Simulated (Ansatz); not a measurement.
Calculated with Ansatz (gas phase, PBE0-D4/def2-TZVP geometries, no zero-point term in ΔE). CCSD(T)/CBS is the MP2 limit (def2-TZVPP, def2-QZVPP) plus CCSD(T) − MP2 in def2-TZVPP, frozen cores. Each species was taken in one conformer, which may not be the lowest.

Consider the formal exchange of groups at the Si–C bond: `C[SiH](Cl)Cl` + `C[SiH2]SSC` → `C[SiH2]S[SiH](Cl)Cl` + `CSC`.

| species | MP2/def2-QZVPP energy (Eh) |
| --- | --- |
| `C[SiH](Cl)Cl` | -1249.08018 |
| `C[SiH2]SSC` | -1165.42750 |
| `C[SiH2]S[SiH](Cl)Cl` | -1937.13165 |
| `CSC` | -477.39113 |

Problem. Work out ΔE.

Solution. ΔE = (-1937.13165) + (-477.39113) − (-1249.08018) − (-1165.42750) = -0.01510 Eh = -39.6 kJ/mol. CCSD(T)/CBS gives -35.1 kJ/mol.

Largest T1 diagnostic among the species: 0.011.

From PBE to PBE0 (25 % exact exchange), in def2-TZVPP and without D4, ΔE moves by −4.5 kJ/mol. The D4 term adds −7.0 kJ/mol with B3LYP and −4.0 kJ/mol with PBE0; it sums over pairs of atoms, weighted by their polarisabilities, and B3LYP, whose exchange is more repulsive, gets the larger term.

B3LYP here is the variant with VWN-RPA as its local correlation; programs differ in this.
